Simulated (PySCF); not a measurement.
Correlation energy of Sn³⁹⁺ (tin, charge +39)

Starting occupation: [Ne] 3s1, 3s1/2 with m_j = +1/2. Computed with PySCF 2.14 in an even-tempered Gaussian basis (18 s from 8.1 bohr⁻², ratio 2.4; 13 p from 11 bohr⁻², ratio 2.4; 4 d from 34 bohr⁻², ratio 2.6; 4 f from 51 bohr⁻², ratio 2.6), with X2C-1e with screened-nucleus spin-orbit coupling, Gaussian nucleus. Frozen: 1s2; 9 electrons correlated; the 48 highest virtual spinors left out.

MP2 pair energies summed by pair of shells (mhartree):

```tsv
pair	energy	share (%)
2p1/2-2p3/2	-100.34	30.2
2p3/2-2p3/2	-95.47	28.8
2p3/2-2s1/2	-44.27	13.3
2p1/2-2p1/2	-23.24	7.0
2p1/2-2s1/2	-22.67	6.8
2p3/2-3s1/2	-20.14	6.1
2s1/2-2s1/2	-11.54	3.5
2p1/2-3s1/2	-9.31	2.8
2s1/2-3s1/2	-4.97	1.5
```

Total MP2 correlation energy: -331.94 mhartree.

At this charge the one-electron X2C treatment keeps the bare 1/r₁₂, with no two-electron picture change or Breit term. The effect here is smaller than on the frozen 1s shell.
